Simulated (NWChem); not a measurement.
BNH2Br2; SMILES B(N)(Br)Br

```xyz
6

B      0.0000     0.0000    -0.6418
Br     1.6774     0.0000     0.3233
Br    -1.6774     0.0000     0.3233
N      0.0000     0.0000    -2.0368
H     -0.8618     0.0000    -2.5833
H      0.8618     0.0000    -2.5833
```
Atoms are numbered in this order, from 1.

All runs: NWChem. Pople sets run with spherical d functions. The geometry was optimised at PBE-D3(BJ)/def2-SVP. Vertical excitations in the gas phase; the lowest state need not have the same character in each row.

Question: Among these, which level gives the highest value of “lowest excitation, singlet (eV)”?
(A) PBE0/6-31G*, full TDDFT
(B) PBE/6-31G*, full TDDFT
(C) CAM-B3LYP/6-31G*, full TDDFT
(D) B3LYP/6-31G*, full TDDFT

Answer: C, CAM-B3LYP/6-31G*, full TDDFT. Values: PBE/6-31G*, full TDDFT 5.80; B3LYP/6-31G*, full TDDFT 6.34; PBE0/6-31G*, full TDDFT 6.46; CAM-B3LYP/6-31G*, full TDDFT 6.76
